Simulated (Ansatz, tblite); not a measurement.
Cost and result up the ladder for B(NH3)F3 (BNF₃H₃) (8 atoms). Charge 0, multiplicity 1. Geometry: r2SCAN-D4/def2-SVP.

Cartesian coordinates in Å:
```
B 0.164 -0.632 -0.554
N -0.159 0.614 0.538
H -1.159 0.657 0.743
H 0.131 1.513 0.148
H 0.346 0.461 1.413
F 1.517 -0.552 -0.745
F -0.587 -0.304 -1.650
F -0.253 -1.756 0.107
```

Ansatz on 4 threads of Arm Neoverse V1 on a shared host; xTB runs through tblite on one thread. Times are rough, summed over both states, and most runs start from the orbitals of an earlier one. PBE0-D4/def2-TZVP serves as the yardstick here, not as an exact answer. The other state is a doublet.

The xTB rows come from tblite.

Raw xTB energies of ions are shifted by several eV.

```tsv
level	functions	wall time
GFN2-xTB	23	0.005 s
GFN1-xTB	26	0.008 s
PBE-D4/def2-TZVP	173	3.6 s
r2SCAN-D4/def2-TZVP	173	8.7 s
PBE0-D4/def2-TZVP	173	8.9 s
```

Task: Estimate what each level gives for the vertical IE (eV).

Result: 
```csv
level,vertical IE (eV),difference from PBE0-D4/def2-TZVP (eV)
GFN2-xTB,16.60,3.73
GFN1-xTB,17.29,4.43
PBE-D4/def2-TZVP,12.07,-0.79
r2SCAN-D4/def2-TZVP,12.41,-0.46
PBE0-D4/def2-TZVP,12.87,0.00
```
